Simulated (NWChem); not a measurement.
# CH4MgS; SMILES [S]([MgH])C

```xyz
7

Mg    -0.2628    -1.6456     0.0325
H     -0.8691    -3.1988     0.3878
S      0.6183     0.4500    -0.4709
C     -0.7569     1.6077    -0.0367
H     -0.3950     2.6305    -0.2564
H     -1.0204     1.5641     1.0381
H     -1.6646     1.4304    -0.6459
```
Atoms are numbered in this order, from 1.

Level: PBE-D3(BJ)/def2-SVP (NWChem), optimised geometry, unscaled harmonic frequencies. 

```
frequency (cm⁻¹)  IR intensity (km/mol)
----------------  ---------------------
55                                  0.0
122                                 2.9
340                               199.9
343                               183.8
422                                25.5
686                                 6.6
916                                 8.5
930                                 7.5
1283                               25.3
1404                                5.7
1410                                5.1
1590                              177.2
2976                               32.2
3076                                4.5
3081                                1.9
```

| Quantity | Result |
|---|---|
| zero-point energy | 26.6 kcal/mol |
| thermal correction to the enthalpy at 298.15 K (with zero-point energy) | 30.7 kcal/mol |
| heat capacity Cv | 16.7 cal/(mol K) |
| entropy at 298.15 K and 1 atm (symmetry number 1) | 75.2 cal/(mol K) |
| dipole moment | 1.31 D |

Rigid rotor and harmonic oscillator; modes under 100 cm⁻¹ make the entropy uncertain.
